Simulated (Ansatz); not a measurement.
The same molecule with X = F, Cl, Br. Ansatz, PBE0-D4/def2-TZVP geometries, multiplicity 1. Each molecule was computed in one conformer, which needn't be the lowest.

Scalar relativity is left out up to krypton.

```
 X      molecule  mean X–C bond length / Å  LUMO energy (PBE/def2-TZVPP) / eV  LUMO energy (B3LYP/def2-TZVPP) / eV  HOMO–LUMO gap (B3LYP/def2-TZVPP) / eV
 F   `N=C(F)C=O`                     1.330                              -3.65                                -2.86                                   5.32
Br  `N=C(Br)C=O`                     1.906                              -3.77                                -2.96                                   5.05
```

Task: Give the row for X = Cl, `N=C(Cl)C=O`. (Best estimate.)

Result: Ansatz gave: 
```
 X      molecule  mean X–C bond length / Å  LUMO energy (PBE/def2-TZVPP) / eV  LUMO energy (B3LYP/def2-TZVPP) / eV  HOMO–LUMO gap (B3LYP/def2-TZVPP) / eV
Cl  `N=C(Cl)C=O`                     1.734                              -3.72                                -2.91                                   5.15
```

From F to Br the mean X–C bond length rises at each step, by 0.576 Å in all; the LUMO energy (PBE/def2-TZVPP) falls at each step, by 0.12 eV in all; the LUMO energy (B3LYP/def2-TZVPP) falls at each step, by 0.10 eV in all; the HOMO–LUMO gap (B3LYP/def2-TZVPP) falls at each step, by 0.27 eV in all. Bonds lengthen as the atom grows down the group.

B3LYP here is the variant with VWN-RPA as its local correlation; programs differ in this.

Spin–orbit coupling is left out; it splits and shifts lone-pair levels of the heavy atoms by tenths of an eV.
